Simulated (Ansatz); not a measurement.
`CC[Si](N)(O)Cl`: the same geometry under several functionals.

```yaml
crystal:
  periodic: [false, false, false]
  atoms:
    - {symbol: C, position_ang: [0.888723, -1.745269, 0.361561]}
    - {symbol: C, position_ang: [0.931213, -0.220220, 0.353422]}
    - {symbol: Si, position_ang: [-0.647220, 0.591362, -0.188072]}
    - {symbol: N, position_ang: [-0.463890, 2.275982, -0.189040]}
    - {symbol: O, position_ang: [-1.136434, 0.179452, -1.696522]}
    - {symbol: Cl, position_ang: [-2.153406, -0.100143, 1.084697]}
    - {symbol: H, position_ang: [0.123291, -2.117072, 1.046038]}
    - {symbol: H, position_ang: [0.663572, -2.139592, -0.632524]}
    - {symbol: H, position_ang: [1.846974, -2.167737, 0.672280]}
    - {symbol: H, position_ang: [1.714961, 0.139892, -0.322630]}
    - {symbol: H, position_ang: [1.187189, 0.159760, 1.349228]}
    - {symbol: H, position_ang: [0.004637, 2.747873, 0.566190]}
    - {symbol: H, position_ang: [-1.158756, 2.862168, -0.622473]}
    - {symbol: H, position_ang: [-1.813655, -0.495754, -1.753354]}
basis:
  gaussian: {orbitals: def2-TZVPP}
hamiltonian: {xc: pbe0, dispersion: d4}
output: {orbitals: {seedname: orbitals}}
```

```sh
$ ansatz run in.yaml --threads 2 --pin off --events-out ev --progress --plain --max-ram 32768MiB --backend cpu
```

It prints (some lines left out):

```
Functional definition: PBE0
1754 factors; their error is unknown
mean field evaluation 1: about -26119.8866 eV, gradient 9.0e1 eV
mean field evaluation 2: about -26106.2560 eV, gradient 1.2e2 eV
mean field evaluation 4: about -26135.2896 eV, gradient 6.1e0 eV
mean field evaluation 8: about -26135.3563 eV, gradient 1.1e-1 eV
mean field evaluation 16: about -26135.4043 eV, gradient 3.2e-4 eV
mean field -26135.40431661 eV, -960.4583934222 hartree, gradient 4.4e-5 eV, S^2 0.000000; 0 other end points of the search recorded, 0 dependent functions left out
reference -26135.40435158 eV, -960.4583947074 hartree; 33, 33 occupied and 287, 287 virtual orbitals, 1754 factors
Total energy: -26135.70956050 eV, -960.4696109281 hartree
```

Run time 9.5 s (2 threads of a server CPU on a shared host); peak host memory 1.1 GiB.

With the line `hamiltonian: {xc: {name: CAM-B3LYP}, dispersion: d4}` (abridged; 13 s):

```
Functional definition: CAM-B3LYP
mean field evaluation 16: about -26147.4706 eV, gradient 7.0e-5 eV
mean field -26147.47063201 eV, -960.9018223342 hartree, gradient 7.0e-5 eV, S^2 0.000000
Total energy: -26147.78137176 eV, -960.9132418095 hartree
```

Changing it to `hamiltonian: {xc: {name: PBE-QIDH}}` (abridged; 20 s):

```
Functional definition: PBE-QIDH
mean field evaluation 16: about -26118.9123 eV, gradient 2.5e-4 eV
mean field -26118.91225504 eV, -959.8523213382 hartree, gradient 3.1e-6 eV, S^2 0.000000
14 core orbitals not correlated: weight in the atoms' cores, before any rotation towards them, 1.000 or more for the frozen orbitals, at most 0.000 for the correlated occupied ones
second order -34.05131110 eV of doubles, -0.00000000 eV of singles
Total energy: -26130.26270604 eV, -960.2694427187 hartree
```

With the line `hamiltonian: {xc: pbe, dispersion: d4}` and forces (abridged; 7.5 s):

```
Functional definition: PBE
mean field evaluation 16: about -26133.0099 eV, gradient 9.3e-4 eV
mean field -26133.00992387 eV, -960.3704011118 hartree, gradient 2.3e-5 eV, S^2 0.000000
Total energy: -26133.36805793 eV, -960.3835622958 hartree
Atom 0 force     0.010182    -0.012447     0.006163 eV/Å
Atom 1 force     0.010773     0.014011    -0.003304 eV/Å
Atom 2 force     0.075340    -0.079027     0.292755 eV/Å
Atom 3 force     0.136718     0.034866    -0.146424 eV/Å
Atom 4 force     0.170295     0.186767    -0.507540 eV/Å
Atom 5 force    -0.221557    -0.111542     0.198189 eV/Å
Atom 6 force    -0.149460    -0.082129     0.129091 eV/Å
Atom 7 force    -0.045437    -0.085661    -0.188454 eV/Å
Atom 8 force     0.187389    -0.096853     0.059985 eV/Å
Atom 9 force     0.156486     0.072334    -0.121866 eV/Å
Atom 10 force     0.056816     0.079190     0.185351 eV/Å
Atom 11 force     0.154019     0.172823     0.250196 eV/Å
Atom 12 force    -0.230145     0.214136    -0.129792 eV/Å
Atom 13 force    -0.311419    -0.306469    -0.024352 eV/Å
Dipole moment:     0.150876     0.132463     0.016056 e Å
```

With the line `hamiltonian: {xc: {name: revPBE}, dispersion: d4}` (abridged; 6.5 s):

```
Functional definition: revPBE
mean field evaluation 16: about -26143.3417 eV, gradient 9.0e-4 eV
mean field -26143.34169028 eV, -960.7500865245 hartree, gradient 6.7e-5 eV, S^2 0.000000
Total energy: -26144.39098971 eV, -960.7886475671 hartree
```

With the line `hamiltonian: {xc: lda}` (abridged; 4.1 s):

```
Functional definition: SPW92
mean field evaluation 16: about -26029.8474 eV, gradient 1.1e-3 eV
mean field -26029.84742781 eV, -956.5792493076 hartree, gradient 5.5e-5 eV, S^2 0.000000
Total energy: -26029.84747157 eV, -956.5792509159 hartree
```
